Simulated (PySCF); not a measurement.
Compound: H₈NP₃Pb.
Numbering: `[NH2:1][Pb:2]([PH2:3])([PH2:4])[PH2:5]` (hydrogens: H6, H7 on N1; H8, H9 on P3; H10, H11 on P4; H12, H13 on P5)

Method: PBE0-D3(BJ)/def2-SVP geometry optimisation, gas phase, def2 core potentials past Kr in PySCF 2.14.0; density fitting, grid level 1; the optimiser is geomeTRIC in internal coordinates, started from a GFN2-xTB structure with every atom displaced at random (about 0.01 Å).

Step 4: E = -34712.6091 eV
```
atom  x, y, z in Å  |  force x, y, z in eV/Å
N1      0.3315    0.7687    1.9416   -0.009  -0.090  -0.012
Pb2    -0.0722   -0.0802   -0.0202   -0.036   0.073   0.043
P3     -0.9142    1.9164   -1.4685    0.019  -0.008  -0.029
P4      2.2698   -0.9194   -0.7979    0.050  -0.031   0.014
P5     -1.8898   -1.9546    0.1527   -0.032   0.012   0.004
H6     -0.4629    0.5709    2.5551   -0.024   0.041  -0.024
H7      1.1076    0.2394    2.3458    0.031   0.010   0.026
H8     -2.1829    1.9258   -0.8101   -0.029   0.006   0.019
H9     -0.3416    2.8259   -0.5251   -0.009   0.006  -0.001
H10     2.8676    0.3226   -0.4164    0.009   0.017   0.006
H11     2.0528   -0.4793   -2.1399   -0.022   0.002  -0.009
H12    -1.8609   -2.2055   -1.2532    0.021  -0.002  -0.036
H13    -0.9000   -2.9475    0.4263    0.031  -0.036   0.001
```

Step 5: E = -34712.6130 eV
```
atom  x, y, z in Å  |  force x, y, z in eV/Å
N1      0.3391    0.7716    1.9723    0.010  -0.144   0.002
Pb2    -0.0734   -0.0659    0.0063    0.025   0.039   0.004
P3     -0.9184    1.9099   -1.4725   -0.012  -0.012   0.004
P4      2.2605   -0.9286   -0.7958   -0.010   0.006   0.030
P5     -1.8779   -1.9587    0.1391    0.003   0.006  -0.014
H6     -0.4669    0.5859    2.5757    0.015   0.045  -0.023
H7      1.1001    0.2160    2.3757   -0.047   0.058   0.006
H8     -2.1908    1.9353   -0.8178    0.002  -0.006   0.004
H9     -0.3526    2.8479   -0.5531    0.001  -0.003   0.002
H10     2.8780    0.3135   -0.4447   -0.004   0.008  -0.007
H11     2.0106   -0.5070   -2.1389   -0.003   0.001   0.006
H12    -1.8205   -2.1879   -1.2710    0.016   0.000  -0.007
H13    -0.8829   -2.9488    0.4151    0.004   0.001  -0.007
```

Step 6: E = -34712.6159 eV
```
atom  x, y, z in Å  |  force x, y, z in eV/Å
N1      0.3478    0.7711    2.0098    0.021  -0.123  -0.004
Pb2    -0.0714   -0.0493    0.0400    0.078  -0.009  -0.033
P3     -0.9236    1.8981   -1.4729   -0.042  -0.009   0.039
P4      2.2456   -0.9415   -0.7907   -0.047   0.045   0.039
P5     -1.8591   -1.9604    0.1139    0.024   0.004  -0.009
H6     -0.4743    0.6209    2.6009    0.031   0.027  -0.010
H7      1.0854    0.1915    2.4244   -0.094   0.067  -0.012
H8     -2.1970    1.9391   -0.8173    0.032  -0.016  -0.015
H9     -0.3632    2.8685   -0.5846    0.010  -0.010   0.002
H10     2.8842    0.3046   -0.4933   -0.013  -0.003  -0.019
H11     1.9477   -0.5535   -2.1351    0.019  -0.005   0.016
H12    -1.7583   -2.1590   -1.2999    0.004  -0.001   0.018
H13    -0.8589   -2.9467    0.3952   -0.023   0.033  -0.012
```

**Question.** Estimate the geometry and energy of step 7. (The exact step hangs on the optimiser's Hessian estimate; all steps are aligned on step 6, rigid shifts and turns removed.)

**Answer.** E = -34712.6182 eV, largest force 0.102 eV/Å
```
atom  x, y, z in Å  |  force x, y, z in eV/Å
N1      0.3481    0.7657    2.0143    0.022  -0.043   0.012
Pb2    -0.0668   -0.0463    0.0463    0.073  -0.044  -0.056
P3     -0.9256    1.8937   -1.4678   -0.041   0.001   0.033
P4      2.2454   -0.9427   -0.7862   -0.040   0.052   0.031
P5     -1.8536   -1.9568    0.1053    0.023   0.001  -0.010
H6     -0.4812    0.6425    2.6002    0.015   0.012   0.002
H7      1.0739    0.1841    2.4435   -0.070   0.030  -0.008
H8     -2.1956    1.9330   -0.8057    0.029  -0.012  -0.017
H9     -0.3631    2.8690   -0.5862    0.009  -0.008   0.001
H10     2.8837    0.3104   -0.5193   -0.012  -0.004  -0.015
H11     1.9320   -0.5784   -2.1337    0.020  -0.011   0.013
H12    -1.7387   -2.1479   -1.3087   -0.005  -0.003   0.021
H13    -0.8538   -2.9430    0.3883   -0.023   0.030  -0.007
```

The energy changes by -0.0023 eV. The first-order estimate −F·Δx gives -0.0025 eV and the mean of the old and new forces, exact on a quadratic surface, -0.0019 eV. The step makes an angle of 80° with the force vector and moves no atom by more than 0.029 Å.

The cost below is that of the whole optimisation. Hardware: Arm Neoverse V2, one thread, on a shared host. Cost: 3.0 min of wall time, 0.55 GiB resident at most.
